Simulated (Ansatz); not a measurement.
The cluster Zn7Se6⁺. The state is a doublet with charge 1. Geometry PBE-D4/def2-SVP, basis def2-TZVP, Ansatz.

```xyz
13

Zn   -1.043    0.239    2.404
Zn    1.713    1.188   -1.790
Zn    2.729   -1.377   -1.049
Zn   -0.616    0.644   -1.661
Zn    1.483    0.613    0.844
Zn    0.526   -2.067   -1.516
Zn   -1.903   -1.186    0.242
Se   -1.823    1.969    0.085
Se    0.410   -1.509    1.369
Se   -0.041    2.418    1.650
Se    3.651    0.774   -0.327
Se   -3.349   -0.197    1.891
Se   -1.739   -1.510   -2.142
```

| run | HOMO (eV) | LUMO (eV) |
| --- | --- | --- |
| A | -9.72 | -7.31 |
| B | -8.76 | -8.07 |
| C | -9.05 | -7.97 |
| D | -9.40 | -7.67 |

Single mean-field runs in def2-TZVP are fitted with def2-universal-jkfit. Another isomer (doublet) lies 1.06 eV lower at PBE0-D4/def2-TZVP; other spin states weren't run for this one.

HOMO and LUMO are taken over both spins.

**Question.** The runs used PBE, PBE0, r2SCAN, r2SCANh. Estimate which is which.

**Answer.** A PBE0 (25 % exact exchange); B PBE (0 % exact exchange); C r2SCAN (0 % exact exchange); D r2SCANh (10 % exact exchange). Exact exchange lowers occupied and raises empty levels; among semilocal functionals meta-GGAs tend to open the gap a little, and such runs are hard to tell apart. The gap grows from 0.68 eV (PBE) to 2.41 eV (PBE0).
